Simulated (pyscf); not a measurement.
## H₂P–GaH₂, singlet

Gas-phase minimum from PySCF at ωB97X-D3(BJ)/def2-SVP, one conformer. 

```xyz
6

P     -0.4070     1.4282     0.1358
Ga     0.9827    -0.3244    -0.3839
H     -0.5714     1.0870     1.5072
H     -1.6048     0.8084    -0.3176
H      0.8125    -1.0542    -1.7602
H      2.1477    -0.6948     0.5965
```
Charge 0, spin multiplicity 1.

Bonds (Å): P1–Ga2 2.296, P1–H3 1.423, P1–H4 1.423, Ga2–H5 1.567, Ga2–H6 1.567. Angles (°): Ga2–P1–H3 96.0, Ga2–P1–H4 96.0, H3–P1–H4 96.1, P1–Ga2–H5 119.2, P1–Ga2–H6 119.3, H5–Ga2–H6 121.3.

Properties at ωB97X-D3(BJ)/def2-SVP:

Harmonic wavenumbers, unscaled: 223, 375, 383, 463, 642, 695, 765, 1111, 2002, 2002, 2455, 2469 cm⁻¹
Zero-point energy: 19.4 kcal/mol
Rotational symmetry number: 1
Entropy of this conformer at 298 K and 1 atm, rigid rotor and harmonic oscillator, modes under 100 cm⁻¹ raised to 100: 288.2 J/(mol K)
Dipole moment: 0.89 D

Single-point totals, which compare only within one level (frozen core for MP2 and CC):

| level | total energy (hartree) |
|---|---|
| ωB97X-D3(BJ)/def2-TZVP | -2268.59804 |
| PBE/def2-TZVP | -2268.14718 |
| r²SCAN/def2-TZVP | -2268.56761 |
| B3LYP-D3(BJ)/def2-TZVP | -2268.69063 |
| PBE0-D3(BJ)/def2-TZVP | -2268.22392 |
| M06-2X/def2-TZVP | -2268.56923 |
| ωB97M-D3(BJ)/def2-TZVP | -2268.67713 |
| HF/def2-TZVPP | -2266.31632 |
| MP2/def2-TZVPP | -2266.71073 |
| CCSD/def2-TZVPP | -2266.73938 |
| CCSD(T)/def2-TZVPP | -2266.75640 |

The CCSD(T) − MP2 part came from Ansatz, without density fitting, on the same reference. The frozen core leaves the outer d or s,p core shells of the metals and heavy elements correlated in the MP2 and CC values, and def2-TZVPP describes them poorly, so these totals are far from the basis limit. Elements up to Kr have no core potential and no relativistic terms here.
